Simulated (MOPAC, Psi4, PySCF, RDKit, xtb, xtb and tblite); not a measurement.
Relaxed torsion scan: C₅H₆O₂S, SMILES O(C)c1ccc(s1)O. Scanned: dihedral S8–C6–O7–H14; all other coordinates were relaxed at GFN2-xTB. Points at φ and −φ are mirror images.

Geometry of the scan point at -165° (Å):
```
14

C      2.3512     1.0647    -0.1938
O      1.9053    -0.1627     0.3308
C      0.5718    -0.3439     0.4046
C     -0.0492    -1.4567     0.8703
C     -1.4641    -1.3595     0.8200
C     -1.8938    -0.1805     0.3109
O     -3.1580     0.2760     0.1170
S     -0.5779     0.8747    -0.1074
H      2.0084     1.2011    -1.2248
H      1.9937     1.9050     0.4108
H      3.4383     1.0280    -0.1684
H      0.4813    -2.3162     1.2326
H     -2.1236    -2.1442     1.1464
H     -3.7795    -0.2856     0.5940
```

GFN2-xTB (xtb and tblite); MMFF94 // GFN2-xTB (RDKit); PBE0/def2-SVP // GFN2-xTB (Psi4); PBE0-D3(BJ)/def2-SVP // GFN2-xTB (Psi4); PBE/def2-SVP // GFN2-xTB (Psi4); PBE-D3(BJ)/def2-SVP // GFN2-xTB (Psi4); UFF // GFN2-xTB (RDKit); PM7, restricted, heats of formation // GFN2-xTB (MOPAC); AM1, restricted, heats of formation // GFN2-xTB (MOPAC); GFN1-xTB // GFN2-xTB (xtb); RKS-B3LYP/6-31G* = restricted B3LYP/6-31G*, spherical d, density fitting // GFN2-xTB (PySCF); RKS-BP86/6-31G* = restricted BP86/6-31G*, spherical d, density fitting // GFN2-xTB in PySCF; RKS-B3LYP/LANL2DZ = restricted B3LYP/LANL2DZ, with its core potentials past Ne // GFN2-xTB (PySCF 2.14.0); RKS-B3LYP/3-21G = PySCF with restricted B3LYP/3-21G // GFN2-xTB.

Least-squares fit of E(φ) = a0 + Σ (a_n cos nφ + b_n sin nφ), n = 1 to 4, to the 24 scan points, in kcal/mol above the lowest point of each profile (levels whose profile four harmonics don't fit are not listed):

| method | a0 | a1 | b1 | a2 | b2 | a3 | b3 | a4 | b4 | rms of fit |
|---|---|---|---|---|---|---|---|---|---|---|
| GFN2-xTB | 1.22 | -0.55 | 0.00 | -0.89 | 0.00 | 0.21 | 0.00 | 0.01 | 0.00 | 0.00 |
| MMFF94 | 4.65 | -1.07 | 0.00 | -3.60 | 0.00 | -0.06 | 0.00 | 0.08 | 0.00 | 0.01 |
| PBE0/def2-SVP | 0.46 | 0.30 | 0.00 | 0.06 | 0.00 | 0.21 | 0.00 | 0.00 | 0.00 | 0.00 |
| PBE0-D3(BJ)/def2-SVP | 0.46 | 0.30 | 0.00 | 0.06 | 0.00 | 0.21 | 0.00 | 0.00 | 0.00 | 0.00 |
| PBE/def2-SVP | 0.41 | 0.17 | 0.00 | -0.03 | 0.00 | 0.22 | 0.00 | 0.01 | 0.00 | 0.00 |
| PBE-D3(BJ)/def2-SVP | 0.41 | 0.17 | 0.00 | -0.04 | 0.00 | 0.22 | 0.00 | 0.01 | 0.00 | 0.00 |
| UFF | 5.18 | -1.15 | 0.00 | -4.17 | 0.00 | -0.03 | 0.00 | 0.18 | 0.00 | 0.01 |
| PM7 | 1.47 | 1.08 | 0.00 | -0.17 | 0.00 | 0.24 | 0.00 | 0.01 | 0.00 | 0.00 |
| AM1 | 2.04 | 1.58 | 0.00 | -0.29 | 0.00 | 0.15 | 0.00 | -0.01 | 0.00 | 0.00 |
| GFN1-xTB | 1.01 | -0.36 | 0.00 | -0.78 | 0.00 | 0.14 | 0.00 | -0.01 | 0.00 | 0.00 |
| RKS-B3LYP/6-31G* | 0.31 | 0.28 | 0.00 | 0.24 | 0.00 | 0.27 | 0.00 | 0.00 | 0.00 | 0.01 |
| RKS-BP86/6-31G* | 0.31 | 0.14 | 0.00 | 0.20 | 0.00 | 0.27 | 0.00 | 0.01 | 0.00 | 0.01 |
| RKS-B3LYP/LANL2DZ | 0.62 | 0.53 | 0.00 | 0.62 | 0.00 | 0.27 | 0.00 | 0.00 | 0.00 | 0.00 |
| RKS-B3LYP/3-21G | 0.50 | 0.56 | 0.00 | 0.46 | 0.00 | 0.32 | 0.00 | -0.04 | 0.00 | 0.01 |
